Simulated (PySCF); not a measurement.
(E)-1-bromo-2-fluoroprop-1-ene (C₃H₄BrF), SMILES C/C(F)=C\Br. Geometry: B3LYP-D3(BJ)/def2-SVP.

Computed equilibrium geometry at B3LYP-D3(BJ)/def2-SVP (PySCF confirms it by a frequency run) as a Z-matrix, and its point group:
point group Cs.
```
C
C 1 1.3367
F 1 1.3487 2 117.05
H 2 1.0900 1 121.12 3 0.00
C 1 1.4863 2 130.09 4 180.00
H 5 1.0963 1 111.27 2 0.00
H 5 1.1025 6 109.23 1 121.46
H 5 1.1025 6 109.23 7 117.08
Br 2 1.8892 4 114.98 1 180.00
```
